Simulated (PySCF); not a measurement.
# Working out the ionisation energy of Ti

Ti [Ar] 3d2 4s2 (3F) → Ti⁺ [Ar] 3d2 4s1 (4F). All numbers are calculated (PySCF 2.14, the spin-free X2C one-electron Hamiltonian (Gaussian nucleus), in aug-cc-pVTZ-DK). Frozen: [Ar]. Energies in hartree (1 hartree = 27.21139 eV):

```json
{"part": "UHF", "Ti (lower)": "-852.747548", "Ti⁺ (upper)": "-852.543319"}
{"part": "CCSD correlation", "Ti (lower)": "-0.053481", "Ti⁺ (upper)": "-0.014440"}
{"part": "(T)", "Ti (lower)": "-0.001935", "Ti⁺ (upper)": "-0.000096"}
```

Task: What does Hartree-Fock give?

Result: (-852.543319) − (-852.747548) = 0.204229 hartree = 5.557 eV.

Task: What do CCSD and CCSD(T) give?

Result: The CCSD correlation energies differ by 0.039041 hartree = 1.062 eV and the triples by 0.001839 hartree = 0.050 eV, so CCSD gives 6.619 eV and CCSD(T) 6.669 eV.

Measured between the centres of the two terms (NIST): 6.828 eV, so CCSD(T) (valence) is off by -0.159 eV.

What remains against the reference includes basis incompleteness, the frozen core and higher excitations.
